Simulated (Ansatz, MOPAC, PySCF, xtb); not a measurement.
Lewis adduct: AlH3 (SMILES [AlH3]) (first 4 atoms) with CHN (SMILES C#N); geometry from B3LYP-D3(BJ)/def2-TZVP, rigid monomers moved along the line of their centres of mass till Al1···N6 is 2.89 Å.
(charge 0, multiplicity 1):
```xyz
7

Al    -0.1616     0.3641     0.2628
H      1.2536     0.8243    -0.2996
H     -1.2365     1.4889     0.5949
H     -0.6908    -1.0821    -0.1362
C      0.9740    -0.4626     4.0383
N      0.6521    -0.2301     2.9696
H      1.2755    -0.6800     5.0393
```

Monomers are frozen at their geometry in the pair; levels with a basis set take the counterpoise correction. Rows marked so take none.

Cores are frozen in the correlated methods. Rows in 3-21G, 6-311+G**, 6-31G* carry no dispersion term and start afresh at each structure (6-31G* with six Cartesian d functions). The state that PM3 reach isn't checked.

Programs: Ansatz (Gaussian basis) for Hartree–Fock, density functionals and correlated methods; MOPAC for PM3 (differences of heats of formation); PySCF for 3-21G rows, 6-311+G** rows, 6-31G* rows, the dispersion terms; xtb for the GFN methods. 

```tsv
level	interaction energy (kcal/mol)
PM3	-11.93
GFN2-xTB	-11.65
r2SCAN-D3(BJ)/def2-TZVPPD	-10.70
B3LYP/3-21G (no counterpoise)	[?]
B3LYP/6-31G*	-9.12
B3LYP/6-31G* (no counterpoise)	-10.70
B3LYP/6-311+G** (no counterpoise)	-9.24
B3LYP-D4/def2-TZVPPD	-10.27
SCS-MP2/aug-cc-pV(D+d)Z	-10.31
```

### Question
Some entries are withheld; supply them.

### Answer

- B3LYP/3-21G (no counterpoise), interaction energy (kcal/mol): -15.51

Ansatz is a quantum-chemistry and plane-wave program.
